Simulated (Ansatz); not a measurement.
Program: Ansatz. Geometries: PBE0-D4/def2-TZVP. ΔE: electronic, gas phase. CCSD(T)/CBS is the MP2 limit (def2-TZVPP, def2-QZVPP) plus CCSD(T) − MP2 in def2-TZVPP, frozen cores. This one scheme is used for every species, atoms too. DFT in def2-TZVPP. B3LYP here is the variant with VWN-RPA as its local correlation; programs differ in this. HSE06 is defined as in plane-wave codes. No spin–orbit coupling; open shells (•) take unrestricted orbitals. Spin–orbit coupling would lower the free atoms: a little for F. Elements past krypton have def2 core potentials. Bonds to Sn are less sure, by a few kJ/mol each and by 10 to 20 or more in all where they break to atoms, as the def2 sets lack core-valence functions. One conformer a species, not always the lowest.

Reaction (homolysis of the F–Sn bond): `[CH3][Sn]([OH])([F])[Cl]` → F• + `[CH3][Sn]([OH])[Cl]`•

```tsv
level	ΔE (kJ/mol)	difference from CCSD(T)/CBS
LDA (SPW92)	564.2	58.5
PBE-D4	487.6	-18.1
revPBE-D4	466.1	-39.6
BLYP-D4	471.1	-34.6
r2SCAN-D4	476.6	-29.1
B97M-V	488.9	-16.8
PBE0-D4	472.0	-33.7
r2SCANh-D4	469.5	-36.2
r2SCAN0-D4	459.2	-46.5
HSE06-D4	471.6	-34.1
CAM-B3LYP-D4	486.8	-18.9
ωB97X-V	496.0	-9.7
ωB97M-V	487.9	-17.8
B2PLYP	479.2	-26.5
PBE-QIDH	481.9	-23.8
revPBE	459.9	-45.8
BLYP	465.8	-39.9
r2SCAN	475.8	-29.9
PBE0	469.7	-36.0
B3LYP	464.4	-41.3
r2SCANh	468.7	-37.0
r2SCAN0	458.3	-47.4
HSE06	469.4	-36.3
BHLYP	445.9	-59.8
CAM-B3LYP	484.4	-21.3
LC-ωPBE	498.0	-7.7
RPA@PBE/def2-TZVPP	439.9	-65.8
HF/def2-SVP	326.0	-179.7
MP2/def2-SVP	494.8	-10.9
CCSD(T)/def2-SVP	461.1	-44.6
HF/def2-TZVPP	337.3	-168.4
MP2/def2-TZVPP	515.0	9.3
SCS-MP2/def2-TZVPP	500.6	-5.1
CCSD/def2-TZVPP	472.5	-33.2
CCSD(T)/def2-TZVPP	483.2	-22.5
HF/def2-QZVPP	341.1	-164.6
MP2/def2-QZVPP	529.3	23.6
SCS-MP2/def2-QZVPP	515.6	9.9
MP2/CBS(def2)	537.6	31.9
CCSD/CBS(def2)	495.1	-10.6
CCSD(T)/CBS	505.7	0
```

Largest T1 diagnostic among the species: 0.016.

From r2SCAN to r2SCAN0 (25 % exact exchange), in def2-TZVPP and without D4, ΔE moves by −17.5 kJ/mol: exact exchange takes away binding that semilocal exchange gives to molecules. In def2-TZVPP, CCSD(T) changes the Hartree–Fock value by +145.9 kJ/mol (the triples alone add +10.6 kJ/mol) and MP2 by +177.7 kJ/mol; breaking electron pairs costs correlation energy, which Hartree–Fock lacks. Leaving LDA and LC-ωPBE aside and taking each functional with its dispersion term where it has one, the values, not all of them listed here, spread over 46.9 kJ/mol, from BHLYP-D4 to ωB97X-V. LDA lies +79.3 kJ/mol from PBE without D4, its usual overbinding.

CCSD(T)/CBS has its own doubt, a few kJ/mol and more with outer-core shells, so smaller differences from it don't rank the levels.
